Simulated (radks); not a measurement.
Ce V, configuration [Kr] 4d10 5s2 5p5 6s1 (not the ground configuration). Calculated with a radial shooting solver on a logarithmic mesh with Libxc functionals: scalar-relativistic Kohn-Sham, LDA (Slater exchange, Perdew-Zunger correlation), spin-polarised, spherical densities, finite nucleus; open shells are filled with parallel spins first (spin-orbit coupling, left out, can overturn this in heavy ions); Fermi nuclear charge, rms radius 4.8771 fm.

Unscreened Slater integrals over Kohn-Sham orbitals (eV). They are taken over the spin-up orbitals. Empty in this configuration: 5d.

F0(6s,6s): 8.1305
F0(6s,5p): 9.7514
G1(6s,5p): 0.95099
F0(6s,5s): 9.9361
G0(6s,5s): 0.59240
F0(6s,4d): 10.696
G2(6s,4d): 0.44068
F0(6s,5d): 9.2706
G2(6s,5d): 2.1687
F0(5p,5p): 15.124
F2(5p,5p): 8.2132
F0(5p,5s): 15.934
G1(5p,5s): 10.789
F0(5p,4d): 18.698
F2(5p,4d): 5.6860
G1(5p,4d): 1.6573
G3(5p,4d): 1.6276
F0(5p,5d): 13.141
F2(5p,5d): 6.7024
G1(5p,5d): 8.0132
G3(5p,5d): 5.0361
F0(5s,5s): 16.944
F0(5s,4d): 20.559
G2(5s,4d): 2.3684
F0(5s,5d): 13.606
G2(5s,5d): 5.3930
F0(4d,4d): 33.262
F2(4d,4d): 16.941
F4(4d,4d): 11.339
F0(4d,5d): 15.175
F2(4d,5d): 3.5939
F4(4d,5d): 1.6193
G0(4d,5d): 0.84677
G2(4d,5d): 1.0296
G4(4d,5d): 0.85607
F0(5d,5d): 11.870
F2(5d,5d): 6.3572
F4(5d,5d): 4.3053

Derived for the open shells (J is the average intra-shell exchange parameter used in DFT+U). 5p: J = F2/5 = 1.643 eV.
